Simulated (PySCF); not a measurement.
Below is a simulated gas-phase C 1s photoelectron spectrum of `C1(CC1)[SiH2-]`.

Every computed line was given a Gaussian of 0.7 eV full width at half maximum and an area set by the number of equivalent atoms; the highest printed point is 100. Computed, not measured: delta-SCF UKS SCAN, pcX-2 on the ionised atom, pcseg-1 elsewhere, spin-free X2C (PySCF 2.14.0).

binding energy (eV), intensity and a bar:
```
    283.9          0 
    284.0          0 
    284.1          1 
    284.2          3 #
    284.3          6 ##
    284.4         11 ###
    284.5         18 #####
    284.6         28 ########
    284.7         38 ###########
    284.8         46 ##############
    284.9         51 ###############
    285.0         51 ###############
    285.1         46 ##############
    285.2         42 #############
    285.3         41 ############
    285.4         46 ##############
    285.5         57 #################
    285.6         74 ######################
    285.7         90 ###########################
    285.8        100 ##############################
    285.9        100 ##############################
    286.0         90 ###########################
    286.1         72 #####################
    286.2         51 ###############
    286.3         33 ##########
    286.4         19 ######
    286.5         10 ###
    286.6          4 #
    286.7          2 
    286.8          1 
    286.9          0
```

Question: Count the maxima, the lines and the sites behind this envelope.

Answer: The curve has 2 maxima (at 284.9 and 285.8 eV). Under it lie 2 lines from 2 inequivalent carbon sites.

Question: Decompose the envelope and assign each component. Numbering: `[SiH2-:1][CH:2]1[CH2:3][CH2:4]1`.

Answer: 
```json
{"position (eV)": "284.92", "relative area": "1", "line": "C 1s", "atoms": "C2", "environment": "sp3 carbon bound to silicon"}
{"position (eV)": "285.85", "relative area": "2", "line": "C 1s", "atoms": "C3/C4", "environment": "three-membered-ring carbon"}
```

Question: What are the centre and the root-mean-square width of the whole band?

Answer: The area-weighted mean of the lines is 285.54 eV. Their own spread about it is 0.44 eV (rms) and each Gaussian has σ = 0.7/2.355 = 0.30 eV; the variances add, which gives 0.53 eV.

The listed C 1s values span 0.93 eV, from C2 (bonded to 2 C, H and Si) to C3/C4 (bonded to 2 C and 2 H). Summing the Pauling electronegativity differences to the bonded atoms, each weighted by its formal bond order, gives -1.00 for the lowest site and -0.70 for the highest.

Shake-up satellites, vibrational structure and lifetime widths aren't simulated. One atom of each set of topologically equivalent atoms was ionised and stands for the set; in this conformer not all members are related by symmetry, and their own values weren't computed. The species carries charge -1, so core ionisation leaves a neutral species. The basis sets have no added diffuse functions. The structure is a single PBE0-D3(BJ)/def2-SVP conformer in the gas phase; no vibrational or solvent corrections. The geometry's basis has no diffuse functions, a weakness for an anion.
